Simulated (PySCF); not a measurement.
**Tin: a sound run and one with changed settings**

Sound run: Sn [Kr] 4d10 5s2 5p2, Sn⁺ [Kr] 4d10 5s2 5p1. All numbers are calculated (PySCF 2.14, the spin-free X2C one-electron Hamiltonian (Gaussian nucleus), in x2c-TZVPall (8s6p4d2f, 60 functions)). The sound run starts from symmetry-adapted Hartree-Fock orbitals and uses a fine grid where one is needed.

A second run was set up differently.

| species | method | sound run (hartree) | changed run (hartree) | converged |
| --- | --- | --- | --- | --- |
| Sn | UHF | -6173.74853 | -6173.74853 | yes |
| Sn | B3LYP | -6176.53121 | -6202.04810 | yes |
| Sn | PBE0 | -6176.11899 | -6199.67410 | yes |
| Sn⁺ | UHF | -6173.49647 | -6173.49647 | yes |
| Sn⁺ | B3LYP | -6176.26406 | -6201.68566 | yes |
| Sn⁺ | PBE0 | -6175.85039 | -6199.30639 | yes |

Ionisation energy of Sn:

```
method  sound run (eV)  changed run (eV)
   UHF           6.859             6.859
 B3LYP           7.270             9.862
  PBE0           7.309            10.006
```

Q: What was changed?
A. too few SCF iterations
B. radial grid too coarse
C. all electrons correlated in a valence basis
D. basis contracted for another Hamiltonian

A: B. It used radial step 1.2 in ln r (0.13 in the sound run). A coarse radial grid mis-integrates the density and the exchange-correlation energy, with errors of either sign; Hartree-Fock needs no grid.
